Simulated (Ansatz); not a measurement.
Ansatz (a first-principles code) input:

Ansatz 0.2 input:
```yaml
crystal:
  periodic: [false, false, false]
  atoms:
    - {symbol: C, position_ang: [-0.04527910, -1.26284629, 0.15458415]}
    - {symbol: C, position_ang: [1.15597018, -0.42435848, 0.44466028]}
    - {symbol: C, position_ang: [0.80066874, 0.94452597, -0.17000467]}
    - {symbol: C, position_ang: [-0.73052741, 1.01173433, -0.06945981]}
    - {symbol: C, position_ang: [-1.18682973, -0.43632249, -0.33930491]}
    - {symbol: H, position_ang: [-0.08372137, -2.33501138, 0.28582714]}
    - {symbol: H, position_ang: [1.31960781, -0.32487653, 1.52908959]}
    - {symbol: H, position_ang: [2.08373433, -0.84327456, 0.04198202]}
    - {symbol: H, position_ang: [1.10150126, 0.96103165, -1.22102356]}
    - {symbol: H, position_ang: [1.29744853, 1.77840980, 0.32690072]}
    - {symbol: H, position_ang: [-1.17150216, 1.73426804, -0.75688521]}
    - {symbol: H, position_ang: [-1.02035610, 1.30212846, 0.94399168]}
    - {symbol: H, position_ang: [-1.35240040, -0.58971751, -1.41713477]}
    - {symbol: H, position_ang: [-2.13832796, -0.67935617, 0.14440216]}
basis:
  gaussian:
    orbitals: aug-cc-pVDZ
magnetization: {spin_polarized: true, initial_magnetization: 1}
correlation: {method: ccsd_t, electrons: outside_noble_gas}
output: {forces: true}
```

Q: What final total energy does it print?

A: -195.35274 Eh (CCSD(T)/aug-cc-pVDZ). The basis has 196 functions.

It need not be the lowest isomer of its formula.
